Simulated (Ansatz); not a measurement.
Coupled-cluster diagnostics for [Te3]- (Te3⁻), Ansatz.

Geometry of the doublet (r2SCAN-D4/def2-SVPD):

Cartesian coordinates in Å:
```
Te 0.493 -2.111 0.813
Te 0.875 0.324 -0.273
Te -1.369 1.787 -0.541
```

In the def2 sets Te takes a core potential; there is no spin–orbit coupling. Correlated methods freeze 12 core orbitals; core or outer-core shells of Te are correlated, in sets that lack core-valence functions.

Task: Estimate the CCSD(T) correlation energy, the shares of MP2 and (T), T1 and the reference's ⟨S²⟩ for: charge -1, doublet, own geometry in def2-SVPD; and the rough time on 4 threads of Arm Neoverse V2 on a shared host.

Result: 
```csv
state,basis,correlation (eV),MP2 share (%),(T) share (%),T1,⟨S²⟩ (pure),wall time
"charge -1, doublet, own geometry",def2-SVPD,-11.023,90.5,4.7,0.020,0.78 (0.75),12 s
```
Customary marks for T1 are 0.02 (closed shells), 0.045 (open shells) and about 0.05 (3d metals). T1 exceeds 0.02 in 1 of 1 rows and 0.045 in 0; the higher it lies, the less the single-reference result can be trusted.
